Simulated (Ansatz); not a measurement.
Geometry optimisation, DFT PBE, scalar-relativistic, plane waves, PAW in Ansatz.

Input:

```yaml
crystal:
  lattice:
    - [0.0, 5.43, 5.43]
    - [5.43, 0.0, 5.43]
    - [5.43, 5.43, 0.0]
  atoms:
    - { symbol: Si, position: [0.0, 0.0, 0.0] }
    - { symbol: Si, position: [0.125, 0.125, 0.125] }
    - { symbol: Si, position: [0.0, 0.0, 0.5] }
    - { symbol: Si, position: [0.125, 0.125, 0.625] }
    - { symbol: Si, position: [0.0, 0.5, 0.0] }
    - { symbol: Si, position: [0.125, 0.625, 0.125] }
    - { symbol: Si, position: [0.0, 0.5, 0.5] }
    - { symbol: Si, position: [0.125, 0.625, 0.625] }
    - { symbol: Si, position: [0.5, 0.0, 0.0] }
    - { symbol: Si, position: [0.625, 0.125, 0.125] }
    - { symbol: Si, position: [0.5, 0.0, 0.5] }
    - { symbol: Si, position: [0.625, 0.125, 0.625] }
    - { symbol: Si, position: [0.5, 0.5, 0.0] }
    - { symbol: Si, position: [0.625, 0.625, 0.125] }
    - { symbol: Si, position: [0.5, 0.5, 0.5] }
    - { symbol: Si, position: [0.625, 0.625, 0.625] }
    - { symbol: Li, position: [0.24193384, 0.24651584, 1.24715585] }
total_charge: 1
basis:
  ecutwfc: 420.0
kpoints:
  mp_grid: { grid: [2, 2, 2] }
hamiltonian:
  xc: pbe
scf:
  occupations: { method: gaussian, width: 0.02 }
  lower_state_search: "off"
relax:
  f_tol: 0.03
  max_steps: 60
  adjacent_minimum: "off"
```

Launched with:

```bash
$ ansatz run input.yaml --threads 1 --pin off --max-ram 3072MiB --backend cpu --events-out ev --progress --plain --runs-dir out
```

Question: Where does it end, and by what steps?

Answer: It converged. Limits of this set-up: charged cell in a uniform background, uncorrected. After 3 steps the energy has fallen by 0.132 eV; Li17 moved furthest, 0.09 Å.

| step | energy less start (eV) | largest force component (eV/Å) | accepted |
| --- | --- | --- | --- |
| 0 | 0.0000 | 0.754 | yes |
| 1 | -0.1220 | 0.157 | yes |
| 2 | -0.1308 | 0.040 | yes |
| 3 | -0.1317 | 0.001 | yes |

```xyz
17
Lattice="0.0000 5.4300 5.4300 5.4300 0.0000 5.4300 5.4300 5.4300 0.0000" Properties=species:S:1:pos:R:3
Si -0.002 -0.004 -0.004
Si 1.330 1.329 1.329
Si 2.713 2.711 -0.025
Si 4.095 4.094 1.329
Si 2.713 -0.025 2.711
Si 4.095 1.329 4.094
Si 5.450 2.712 2.712
Si 6.777 4.078 4.078
Si -0.023 2.711 2.711
Si 1.331 4.094 4.093
Si 2.713 5.448 2.711
Si 4.080 6.775 4.078
Si 2.713 2.712 5.448
Si 4.080 4.078 6.775
Si 5.428 5.427 5.427
Si 6.777 6.776 6.775
Li 8.143 8.141 2.711
```

The run took 20 s on 1 thread of Arm Neoverse V2 (shared host), peak memory 0.54 GiB.
